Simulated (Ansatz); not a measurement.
Basis sets compared for the cluster B5. The state is a doublet with charge 0. Geometry PBE-D4/def2-SVP. Ansatz on 4 threads of Arm Neoverse N1 on a shared host; times are rough, and most runs start from earlier orbitals.

```xyz
5

B    -0.767    0.245    1.446
B     0.028    0.395   -1.607
B     0.860   -0.531   -0.620
B    -0.584    0.496   -0.128
B     0.463   -0.605    0.909
```

At PBE-D4/def2-SVP, PBE-D4/def2-TZVP, PBE-D4/def2-TZVPD, r2SCAN-D4/def2-TZVP and others the charge 0 doublet is spin-contaminated (final ⟨S²⟩ up to 1.01, 0.75 for a pure state). The structure comes from a short search, and lower isomers may exist.

Binding counts from free atoms (B doublet) in the same basis, without a counterpoise term.

```csv
level,functions,energy (Eh),HOMO (eV),LUMO (eV),binding per atom (eV),wall time
PBE-D4/def2-SVP,70,-123.6908,-6.13,-4.66,4.26,1.1 s
PBE-D4/def2-TZVP,155,-123.8199,-6.15,-4.65,4.19,2.7 s
r2SCAN-D4/def2-TZVP,155,-123.9336,-6.59,-4.50,4.08,4.9 s
PBE0-D4/def2-SVP,70,-123.7038,-7.26,-3.81,4.12,1.2 s
PBE0-D4/def2-TZVP (with forces),155,-123.8320,-7.27,-3.78,4.03,3.5 s
```

(1) Estimate the rows for PBE-D4/def2-TZVPD, r2SCAN-D4/def2-TZVPD, PBE0-D4/def2-TZVPD.

Results:

(1) 
```json
{"level": "PBE-D4/def2-TZVPD", "functions": "185", "energy (Eh)": "-123.8201", "HOMO (eV)": "-6.15", "LUMO (eV)": "-4.65", "binding per atom (eV)": "4.19", "wall time": "4.1 s"}
{"level": "r2SCAN-D4/def2-TZVPD", "functions": "185", "energy (Eh)": "-123.9337", "HOMO (eV)": "-6.59", "LUMO (eV)": "-4.50", "binding per atom (eV)": "4.08", "wall time": "7 s"}
{"level": "PBE0-D4/def2-TZVPD", "functions": "185", "energy (Eh)": "-123.8322", "HOMO (eV)": "-7.27", "LUMO (eV)": "-3.78", "binding per atom (eV)": "4.03", "wall time": "4.3 s"}
```
